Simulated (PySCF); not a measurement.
Compound: C9H12N2.
Atom-mapped SMILES: `[CH3:1]/[N:2]=[CH:3]\[CH:4]=[C:5]1\[CH2:6][CH2:7][C@@H:8]([C:9]#[N:10])[CH2:11]1` (hydrogens: H12, H13, H14 on C1; H15 on C3; H16 on C4; H17, H18 on C6; H19, H20 on C7; H21 on C8; H22, H23 on C11)

A GFN2-xTB structure was refined with PBE0-D3(BJ)/def2-SVP geometry optimisation, gas phase (PySCF 2.14.0). Its GFN2-xTB values:

| coordinate | GFN2-xTB |
| --- | --- |
| C1–H12 | 1.093 Å |
| N2=C3 | 1.265 Å |
| C3–C4 | 1.452 Å |
| C3–H15 | 1.086 Å |
| C4=C5 | 1.336 Å |
| C4–H16 | 1.082 Å |
| C5–C11 | 1.505 Å |
| C6–H17 | 1.095 Å |
| C6–H18 | 1.090 Å |
| C7–H19 | 1.092 Å |
| C7–H20 | 1.090 Å |
| C8–C9 | 1.444 Å |
| C8–H21 | 1.094 Å |
| C9≡N10 | 1.143 Å |
| C11–H22 | 1.091 Å |
| C11–H23 | 1.093 Å |
| C1–N2–C3 | 123.2° |
| C3–C4–C5 | 124.1° |
| C4–C5–C6 | 124.6° |
| C5–C11–C8 | 105.0° |
| C6–C5–C11 | 109.1° |
| C7–C8–C9 | 110.0° |
| C7–C8–C11 | 103.9° |
| C9–C8–C11 | 110.2° |
| N2–C3–C4–C5 | -176° |
| C4–C5–C6–C7 | -162° |
| C4–C5–C11–C8 | -175° |
| C7–C8–C11–C5 | -27° |

**Question.** How do these coordinates change at the PBE0-D3(BJ)/def2-SVP level?

**Answer.** 
```tsv
coordinate	PBE0-D3(BJ)/def2-SVP (Å or °)	change
C8–C9	1.463	+0.019
C3–H15	1.102	+0.016
C9≡N10	1.158	+0.015
C4–H16	1.093	+0.011
C6–H17	1.105	+0.010
C7–H19	1.102	+0.010
C11–H23	1.103	+0.010
C6–H18	1.100	+0.010
C1–H12	1.103	+0.010
N2=C3	1.275	+0.010
C5–C11	1.514	+0.009
C4=C5	1.345	+0.009
C7–H20	1.099	+0.009
C3–C4	1.460	+0.008
C11–H22	1.099	+0.008
C8–H21	1.101	+0.007
C9–C8–C11	111.3	+1.1
C7–C8–C9	111.0	+1.0
C1–N2–C3	122.2	-1.0
C7–C8–C11	103.1	-0.8
C3–C4–C5	123.7	-0.4
C6–C5–C11	108.7	-0.4
C4–C5–C6	124.9	+0.3
C5–C11–C8	104.8	-0.2
N2–C3–C4–C5	-179	-3
C7–C8–C11–C5	-30	-3
C4–C5–C11–C8	-172	+3
C4–C5–C6–C7	-163	-1
```

The energy falls by 9.0 kJ/mol over 12 energy and gradient evaluations, the largest force component goes from 0.0340 to 4.3e-04 Eh/bohr, and the atoms move by 0.234 Å rms after alignment. The bond that changes most is C8–C9 (sp3 carbon next to a nitrile to nitrile carbon), which lengthens by 0.019 Å. Bonds longer at the end by more than 0.005 Å: 19 of 23; shorter: 0. Among the dihedrals that turn most is H12–C1–N2–C3, from 87° to 122°. Rotational constants go from 2639, 500.3, 470.7 to 2528, 499.4, 469.9 MHz.

The run used 214 basis functions and 92 SCF cycles in all.

Whether it is a minimum is left open (no frequencies). One conformer, not necessarily the lowest.
